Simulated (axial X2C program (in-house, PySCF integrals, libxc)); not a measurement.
## Potential curves of SbBr, two-component

Calculated with an axial X2C code built on PySCF integrals. Two-component (2c) means X2C with spin–orbit coupling and atomic mean-field two-electron Coulomb and Gaunt terms. Basis: Sb dyall-cv3z [11s12p8d4f1g], Br dyall-cv3z [8s9p6d4f1g] (cores contracted in-house); Gaussian nuclei, density fitting, unrestricted open shells. Masses: Sb 120.904 u, Br 78.918 u.

State: Ω = 1 (⟨Sz⟩ = 0.99, ⟨Lz⟩ = 0.01 at BP86). Energies in cm⁻¹ from the fragments at the same level (Sb + Br). Fits are polynomials in 1 − R0/R over 0.85 to 1.23 times the lowest point R0.

| R (Å) | BP86 | PBE0 |
| --- | --- | --- |
| 2.1733 | -14404 | -13963 |
| 2.2732 | -19171 | -18468 |
| 2.3481 | -21244 | -20343 |
| 2.4231 | -22375 | -21280 |
| 2.4980 | -22798 | -21511 |
| 2.5854 | -22634 | -21132 |
| 2.6729 | -21969 | -20259 |
| 2.7853 | -20632 | -18669 |
| 2.9227 | -18585 | -16333 |
| 3.1225 | -15334 | -12727 |

One determinant describes the state; a PBE0 search over occupations chose it and may have missed a lower one. Dissociation energies refer to the lowest single-determinant-based atoms at the same level and basis. Density functionals use the spin component along the axis (collinear). PBE0 can misorder states that lie within some tenths of an eV, so this need not be the ground state of the molecule. The nearest other 2c determinant of the search, Ω = 0, lies 0.37 eV up at the distance of the search. Without a current term, density functionals place determinants with orbital angular momentum somewhat too high. With several unpaired electrons one determinant need not be a pure state. Open-shell Ω = 0 determinants with evenly filled partner blocks cannot be reached by this program, so the Ω shown need not be the lowest component. This is the Ω = 1 component of a π² triplet; the 0⁺ component is not one determinant and can lie lowest.

Fit the BP86 curve near its minimum: give the equilibrium distance, the harmonic wavenumber and the well depth.

At BP86, 2c: Re = 2.518 Å, ωe ≈ 247 cm⁻¹, De = 2.83 eV to Sb + Br; Be follows as 0.0557 cm⁻¹.

Fit the PBE0 curve near its minimum: give the equilibrium distance, the harmonic wavenumber and the well depth.

At PBE0, 2c: Re = 2.490 Å, ωe ≈ 260 cm⁻¹, De = 2.67 eV to Sb + Br; Be follows as 0.0569 cm⁻¹.
